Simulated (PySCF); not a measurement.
PySCF job for Al(Me)3 cation (C3H9Al), SMILES [CH3][Al]([CH3])[CH3] (connectivity only; charge and spin as stated), charge +1, multiplicity 2, PBE-D3(BJ)/def2-SVP. Geometry optimised at PBE-D3(BJ)/def2-SVP. The spin state was assumed, not searched. The isomer is the one that the SMILES or the coordinates give; other isomers of the formula were not compared.

```python
import numpy as np
from pyscf import gto, scf, dft, df
from pyscf.hessian import thermo

mol = gto.M(
    atom='''
    Al   -0.13558864   -0.09926098   -0.03470404
    C    -1.42214875   -1.51796092   -0.18213430
    H    -1.23525261   -2.11838834   -1.09921311
    H    -2.45510126   -1.11585029   -0.25562525
    H    -1.38247546   -2.20950319    0.68505062
    C     0.07098429    1.73404438   -0.88309646
    H     1.00601918    1.78243321   -1.47179142
    H     0.02204021    2.51760375   -0.10370121
    H    -0.84502124    1.68727657   -1.51711435
    C     1.57164225   -0.04454601    1.12172009
    H     2.20599049    0.85197857    1.03431127
    H     2.03872161   -0.97300941    0.72585048
    H     1.08486455   -0.16137281    2.11444966
    ''',
    basis='def2-SVP',
    charge=1,
    spin=1,
    max_memory=1600,
    verbose=3,
)
mf = dft.UKS(mol, xc='pbe').density_fit(auxbasis='def2-universal-jkfit')
mf.disp = 'd3bj'
mf.grids.level = 3
mf.conv_tol = 1e-11
mf.max_cycle = 100
mf.kernel()
fine, coarse = mf.grids, dft.Grids(mol).set(level=1).build(with_non0tab=True)
for _ in range(3):  # follow internal instabilities
    mf.grids = coarse
    mo, _, stable, _ = mf.stability(return_status=True, nroots=4)
    mf.grids = fine
    if stable:
        break
    mf.kernel(mf.make_rdm1(mo, mf.mo_occ))

# [left out here: the lines that compute and print the analytic Hessian (its translational invariance restored by hand, since the grid's response is missing), thermochemistry and intensities]
```

It prints:

```

WARN: HOMO -0.290760739025691 >= LUMO -0.290760739025691

converged SCF energy = -361.382333317554  <S^2> = 0.75443744  2S+1 = 2.0044325
<class 'pyscf.df.df_jk.DFUKS'> wavefunction is stable in the internal stability analysis

WARN: DFTD3 does not support analytical Hessian, using finite difference


WARN: Mole.unit (angstrom) is changed to Bohr

Mode                                 0                   1                   2
Irrep
Freq [cm^-1]                       18.9038             25.9895             75.4208
Reduced mass [au]                   1.0557              1.0388              1.0564
Force const [Dyne/A]                0.0002              0.0004              0.0035
Char temp [K]                      27.1984             37.3930            108.5137
Normal mode                   x     y     z       x     y     z       x     y     z
       0  Al                -0.01  0.01 -0.01    0.01 -0.01 -0.00    0.02 -0.02 -0.02
       1   C                 0.01 -0.01  0.02   -0.03  0.02  0.03   -0.01  0.01 -0.00
       2   H                 0.35 -0.36  0.31   -0.08  0.04  0.00   -0.05  0.03 -0.02
       3   H                 0.04 -0.02 -0.53   -0.02  0.05  0.08   -0.00  0.02  0.05
       4   H                -0.33  0.31  0.29   -0.00  0.00  0.01    0.02 -0.02 -0.02
       5   C                -0.01  0.02  0.03    0.00 -0.01 -0.01   -0.03  0.02  0.03
       6   H                 0.02  0.07  0.07    0.22  0.28  0.37    0.04  0.17  0.15
       7   H                -0.06 -0.00  0.05   -0.53 -0.06  0.02   -0.22 -0.04  0.08
       8   H                 0.02  0.02 -0.02    0.27 -0.22 -0.39    0.06 -0.06 -0.09
       9   C                 0.01 -0.03 -0.03    0.01 -0.01 -0.02    0.00  0.00 -0.00
      10   H                 0.03 -0.04 -0.05   -0.08  0.07  0.12    0.25 -0.21 -0.36
      11   H                -0.02 -0.04 -0.04    0.12  0.10 -0.14   -0.26 -0.29  0.37
      12   H                 0.02 -0.01 -0.02    0.01 -0.21 -0.04   -0.02  0.54  0.05
Mode                                 3                   4                   5
Irrep
Freq [cm^-1]                       91.4418            151.8553            165.6129
Reduced mass [au]                   3.0089              2.8370              3.0659
Force const [Dyne/A]                0.0148              0.0385              0.0495
Char temp [K]                     131.5644            218.4860            238.2801
Normal mode                   x     y     z       x     y     z       x     y     z
       0  Al                 0.05 -0.06  0.07   -0.07  0.06  0.10    0.06  0.03  0.00
       1   C                -0.08  0.07 -0.10    0.05 -0.03 -0.06    0.04  0.06  0.01
       2   H                -0.03  0.06 -0.08    0.20  0.10 -0.12    0.02  0.05  0.01
       3   H                -0.03  0.18 -0.22    0.01 -0.15 -0.11    0.05  0.09 -0.00
       4   H                -0.26  0.05 -0.10    0.06 -0.12 -0.14    0.00  0.06  0.01
       5   C                -0.05 -0.03 -0.01    0.02 -0.03 -0.06   -0.13  0.01 -0.08
       6   H                -0.07 -0.05 -0.05    0.08 -0.09  0.03   -0.18  0.06 -0.16
       7   H                -0.04 -0.03 -0.02   -0.06  0.06 -0.15   -0.15  0.05 -0.12
       8   H                -0.09 -0.15  0.06    0.08 -0.10 -0.15   -0.18 -0.13 -0.01
       9   C                 0.04  0.08 -0.02    0.03 -0.04 -0.04    0.01 -0.12  0.08
      10   H                -0.00  0.10 -0.05    0.11 -0.11 -0.14    0.06 -0.16  0.16
      11   H                 0.13  0.10  0.03   -0.11 -0.10 -0.09   -0.05 -0.13  0.05
      12   H                 0.13  0.07  0.03    0.15  0.03  0.03   -0.07 -0.15  0.04
Mode                                 6                   7                   8
Irrep
Freq [cm^-1]                      346.3422            441.0123            492.7833
Reduced mass [au]                   6.2120              3.3893              1.1256
Force const [Dyne/A]                0.4390              0.3884              0.1610
Char temp [K]                     498.3093            634.5186            709.0054
Normal mode                   x     y     z       x     y     z       x     y     z
       0  Al                -0.05  0.04 -0.06    0.02  0.04 -0.01    0.01 -0.01 -0.02
       1   C                -0.02 -0.00 -0.01    0.07  0.08  0.01    0.02 -0.01 -0.02
       2   H                -0.03  0.04 -0.05    0.08  0.11 -0.00   -0.21 -0.16  0.03
       3   H                 0.02  0.11 -0.05    0.09  0.12 -0.01    0.07  0.15  0.08
       4   H                -0.13 -0.06 -0.05    0.02  0.05 -0.01    0.00  0.11  0.07
       5   C                -0.03 -0.12  0.05   -0.00 -0.17  0.09   -0.01  0.00  0.02
       6   H                -0.05 -0.04  0.02   -0.05 -0.09  0.02    0.03 -0.16  0.07
       7   H                -0.02 -0.05 -0.02   -0.04 -0.11  0.03   -0.01  0.13 -0.11
       8   H                 0.00  0.02 -0.01   -0.02 -0.23  0.11    0.02 -0.03 -0.03
       9   C                 0.16  0.01  0.11   -0.08  0.02 -0.07   -0.04  0.04  0.06
[...]
       1   C                 0.03 -0.03  0.01    0.01 -0.00 -0.03    0.03 -0.02 -0.03
       2   H                -0.21  0.28 -0.24    0.21  0.04 -0.01    0.07  0.27 -0.20
       3   H                -0.04 -0.19 -0.13   -0.05 -0.08  0.38   -0.09 -0.24  0.32
       4   H                -0.10  0.24  0.22   -0.31  0.09  0.07   -0.41  0.30  0.26
       5   C                -0.02 -0.01 -0.01   -0.04 -0.01 -0.02    0.03  0.01  0.02
       6   H                 0.10  0.15  0.18    0.17  0.27  0.33   -0.15 -0.23 -0.28
       7   H                 0.22  0.05 -0.05    0.47  0.06 -0.06   -0.35 -0.05  0.06
       8   H                -0.05 -0.08  0.04   -0.07 -0.22  0.04    0.08  0.15 -0.07
       9   C                -0.02  0.03  0.04    0.02 -0.01 -0.02    0.00 -0.01 -0.01
      10   H                 0.25 -0.21 -0.40   -0.15  0.13  0.21   -0.04  0.03  0.08
      11   H                 0.21  0.16 -0.02   -0.14 -0.09 -0.01   -0.02 -0.02 -0.01
      12   H                -0.18 -0.26 -0.08    0.08  0.15  0.03    0.04  0.07  0.02
Mode                                24                  25                  26
Irrep
Freq [cm^-1]                     2941.3494           2946.4390           2965.6830
Reduced mass [au]                   1.0300              1.0243              1.0361
Force const [Dyne/A]                5.2504              5.2394              5.3691
Char temp [K]                    4231.9469           4239.2697           4266.9575
Normal mode                   x     y     z       x     y     z       x     y     z
       0  Al                -0.00  0.00 -0.00   -0.00  0.00 -0.00   -0.00 -0.00  0.00
       1   C                 0.00  0.00 -0.00   -0.00 -0.00 -0.00    0.03  0.04  0.01
       2   H                 0.00 -0.01 -0.01   -0.01  0.03  0.04    0.11 -0.32 -0.51
       3   H                -0.01  0.01 -0.00    0.04 -0.02  0.00   -0.52  0.22 -0.03
       4   H                 0.00 -0.01  0.02   -0.00  0.03 -0.03    0.03 -0.31  0.41
       5   C                -0.03  0.02 -0.03    0.01 -0.01  0.01    0.00 -0.00  0.00
       6   H                -0.33 -0.00  0.20    0.10  0.00 -0.06    0.02  0.00 -0.01
       7   H                 0.01 -0.27 -0.29   -0.00  0.08  0.08   -0.00  0.02  0.02
       8   H                 0.63  0.04  0.43   -0.18 -0.01 -0.12   -0.03 -0.00 -0.02
       9   C                -0.00  0.01 -0.01   -0.01  0.02 -0.02   -0.00  0.00 -0.00
      10   H                 0.05  0.08 -0.01    0.19  0.29 -0.04    0.02  0.02 -0.00
      11   H                 0.08 -0.15 -0.06    0.26 -0.52 -0.23    0.02 -0.04 -0.02
      12   H                -0.08 -0.02  0.16   -0.28 -0.06  0.54   -0.02 -0.00  0.04
Mode                                27                  28                  29
Irrep
Freq [cm^-1]                     3060.7011           3074.2768           3085.9765
Reduced mass [au]                   1.0996              1.1011              1.1102
Force const [Dyne/A]                6.0692              6.1316              6.2293
Char temp [K]                    4403.6675           4423.1999           4440.0331
Normal mode                   x     y     z       x     y     z       x     y     z
       0  Al                 0.00 -0.00 -0.00    0.00 -0.00  0.00    0.00 -0.00 -0.00
       1   C                 0.05 -0.04 -0.06    0.04 -0.05  0.06   -0.00  0.00 -0.00
       2   H                -0.11  0.39  0.59    0.04 -0.11 -0.14    0.00 -0.00 -0.01
       3   H                -0.54  0.21 -0.05   -0.48  0.18 -0.02    0.04 -0.01  0.00
       4   H                 0.02 -0.15  0.16   -0.02  0.48 -0.61    0.00 -0.02  0.03
       5   C                -0.00 -0.00 -0.00    0.00  0.00  0.00    0.00 -0.00 -0.00
       6   H                 0.01  0.00 -0.01   -0.02 -0.00  0.01   -0.01 -0.00  0.01
       7   H                -0.00  0.01  0.01    0.00 -0.01 -0.01   -0.00  0.01  0.01
       8   H                 0.00 -0.00  0.00   -0.01 -0.00 -0.01    0.00  0.00  0.00
       9   C                 0.00 -0.00 -0.00    0.00 -0.00 -0.00    0.05 -0.04 -0.07
      10   H                 0.00  0.00 -0.00    0.00  0.00 -0.00    0.01  0.00 -0.01
      11   H                -0.01  0.01  0.00   -0.01  0.03  0.01   -0.28  0.55  0.23
      12   H                -0.01 -0.00  0.01   -0.01 -0.00  0.03   -0.29 -0.08  0.61
Mode                                30                  31                  32
Irrep
Freq [cm^-1]                     3096.8019           3142.1549           3171.9583
Reduced mass [au]                   1.1003              1.1098              1.1081
Force const [Dyne/A]                6.2169              6.4560              6.5689
Char temp [K]                    4455.6084           4520.8613           4563.7418
Normal mode                   x     y     z       x     y     z       x     y     z
       0  Al                 0.00 -0.00  0.00    0.00 -0.00 -0.00    0.00 -0.00  0.00
       1   C                -0.00  0.00 -0.00    0.00 -0.00 -0.00   -0.00  0.00 -0.00
       2   H                -0.00  0.01  0.01   -0.00  0.00  0.00   -0.00  0.00  0.00
       3   H                 0.01 -0.00  0.00   -0.00  0.00 -0.00    0.00 -0.00  0.00
       4   H                 0.00 -0.02  0.02    0.00 -0.00  0.00    0.00 -0.00  0.00
       5   C                 0.07  0.04  0.03    0.05 -0.04 -0.07   -0.00 -0.00  0.00
       6   H                -0.45 -0.02  0.29   -0.58 -0.04  0.36    0.00  0.00 -0.00
       7   H                 0.03 -0.40 -0.40   -0.02  0.46  0.46   -0.00  0.00 -0.00
       8   H                -0.44 -0.01 -0.31   -0.00 -0.00 -0.01    0.00  0.00  0.00
       9   C                 0.00 -0.00  0.00   -0.00  0.00  0.00   -0.04 -0.08  0.02
      10   H                 0.00  0.01 -0.00    0.00  0.00 -0.00    0.51  0.72 -0.07
      11   H                -0.00  0.00  0.00    0.00 -0.01 -0.00   -0.10  0.19  0.08
      12   H                -0.00 -0.00  0.00    0.01  0.00 -0.01    0.10  0.02 -0.22
temperature 298.1500 [K]
pressure 101325.00 [Pa]
Rotational constants [GHz] 6.05908 4.07576 2.56219
Symmetry number 1
Zero-point energy (ZPE) 0.10075 [Eh]   264518.851 [J/mol]
                           tot       elec      trans        rot        vib
Entropy [J/mol/K]       407.269      5.763    162.098    108.920    130.487
Cv [J/mol/K]            123.520      0.000     12.472     12.472     98.577
Cp [J/mol/K]            131.834      0.000     20.786     12.472     98.577
Internal energy [J/mol]                      3718.434   3718.434 281554.989
Internal energy [Eh]   -361.27226  -361.38233
Enthalpy [J/mol]                             6197.391   3718.434 281554.989
Enthalpy [Eh]          -361.27132
Gibbs free energy [J/mol]                  -42132.145 -28756.112 242650.239
Gibbs free energy [Eh] -361.31757
mode   freq/cm-1   IR/(km/mol)
   1       18.90         0.174
   2       25.99         0.049
   3       75.42         0.019
   4       91.44         4.929
   5      151.86         3.866
   6      165.61         3.001
   7      346.34        55.130
   8      441.01         3.467
   9      492.78         5.545
  10      564.54        15.135
  11      566.81         4.202
  12      591.67         2.292
  13      643.40        16.543
  14      663.29        78.397
  15      729.21        80.396
  16      931.46       209.395
  17     1098.66        27.915
  18     1176.64        23.064
  19     1279.82        14.132
  20     1288.47        14.887
  21     1344.41        10.237
  22     1347.26         8.908
  23     1350.74         7.851
  24     1353.01         6.115
  25     2941.35        52.102
  26     2946.44        27.254
  27     2965.68        12.869
  28     3060.70         7.039
  29     3074.28         1.668
  30     3085.98        17.460
  31     3096.80        17.278
  32     3142.15        14.880
  33     3171.96        15.974
max |gradient| / (hartree/bohr): 2.530540939990258e-05
APT charges: [ 0.8925 -0.3576  0.0879  0.0695  0.0756 -0.032   0.0399  0.0388  0.0409
  0.0153  0.0537  0.0382  0.0375]
```

The run converged.

Cost: roughly 5 core-minutes.
